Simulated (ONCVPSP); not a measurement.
**silver (Ag): one change to an ONCV potential, before and after**

```
Element                 : silver
Generator               : ONCVPSP 4.0.1
Type                    : optimised norm-conserving Vanderbilt (ONCV)
Functional              : PBE
Relativity              : scalar-relativistic
Frozen core             : [Ar] 3d10
Valence charge          : 19
Reference configuration : 4s2 4p6 4d10 (charge +1)
Partial waves           : 4s: rc 1.55 bohr, ncon 4, nbas 8, qcut 9 1/bohr, 2 projectors, debl 1.8 Ha; 4p: rc 1.05 bohr, ncon 4, nbas 7, qcut 7.4 1/bohr, 1 projector; 4d: rc 1.05 bohr, ncon 4, nbas 8, qcut 14.9 1/bohr, local
Local potential         : the d channel
Core correction         : Teter function fitted to the true core (icmod 2), fcfact 0.65
```

In the s channel the program set the typed energies aside and used -3.795, 0.250 Ha.

Change: all radii but the core radius scaled by about 1.06 (s 1.64, p 1.12, d 1.12 bohr). In the s channel the program set the typed energies aside and used -3.795, 0.050 Ha.

Cutoffs: the cutoffs (Ha) at which the residual kinetic energy of the hardest occupied pseudo-wave falls to 1 and 0.1 mHa per electron; they do not see the model core or the augmentation charge, which bear on the density cutoff. Errors are all-electron minus pseudo energies relative to the spin-unpolarised reference configuration.

Predict the effect on cutoff, ghosts and configuration errors.

The potential gets softer (114 Ha and 137 Ha → 94 Ha and 118 Ha); of the 4 tests that both files solve, the error grows in 0 and shrinks in 2 by more than 15 % and 0.3 meV (median size 1.3 → 0.7 meV); neither file shows a bound ghost. A larger radius leaves more room for a smooth pseudo-wave, so fewer plane waves are needed.

| quantity | base | changed |
| --- | --- | --- |
| cutoff, loose | 114 Ha | 94 Ha |
| cutoff, tight | 137 Ha | 118 Ha |
| loose cutoff by channel | s 26 Ha, p 114 Ha, d 47 Ha | s 25 Ha, p 94 Ha, d 40 Ha |
| bound ghosts | none | none |
| GHOST(+) flags under 300 eV | s at 261.6 eV | none |
| error for 4s2 4p6 4d10 5s1, meV [ΔE -7.76 eV] | +1.2 | +1.1 |
| error for 4s2 4p6 4d9, meV [ΔE 22.11 eV] | +0.2 | -0.3 |
| error for 4s2 4p6 4d8, meV [ΔE 58.31 eV] | +4.1 | +2.8 |
| error for 4s2 4p6 4d9 5s1, meV [ΔE 5.39 eV] | +1.3 | +0.3 |
| rms error of d²Exc/dni dnj with the model core, mHa | 1.56 | 1.82 |
